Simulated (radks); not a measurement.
Results of a calculation; reference values are marked as such.
Spin polarisation of the 4f7 shell in the gadolinium ion Gd+. Start: [Xe] 4f(up 3.5, down 3.5) 5d(up 0.5, down 0.5) 6s(up 0.5, down 0.5); electrons of 4f are moved from spin down to spin up, other shells keep equal spins. Code: a radial shooting solver on a logarithmic mesh with Libxc functionals. Model: scalar-relativistic Kohn-Sham, SCAN, spin-polarised, spherical densities, finite nucleus; meta-GGA in the generalised Kohn-Sham scheme; Fermi nuclear charge, rms radius of each element as measured or else 0.836 A^(1/3) + 0.57 fm.

moment (Bohr magnetons),E - E(0) (eV),e(4f up) (eV),e(4f down) (eV),5d down minus up (eV),6s down minus up (eV),5p down minus up (eV)
0,0.000,-14.942,-14.942,0.000,0.000,0.000
1,-0.264,-15.450,-14.393,0.169,0.110,0.159
2,-1.055,-15.913,-13.803,0.337,0.217,0.329
3,-2.375,-16.332,-13.172,0.503,0.317,0.521
4,-4.207,-16.701,-12.498,0.667,0.408,0.742
5,-6.572,-17.019,-11.782,0.829,0.487,0.999
6,-9.458,-17.282,-11.024,0.989,0.556,1.293

At moment 6 the spin-polarisation energy is -9.458 eV and the 4f exchange splitting 6.258 eV, that is 1.043 eV per Bohr magneton; E = -I m^2/4 would give I = 1.051 eV.
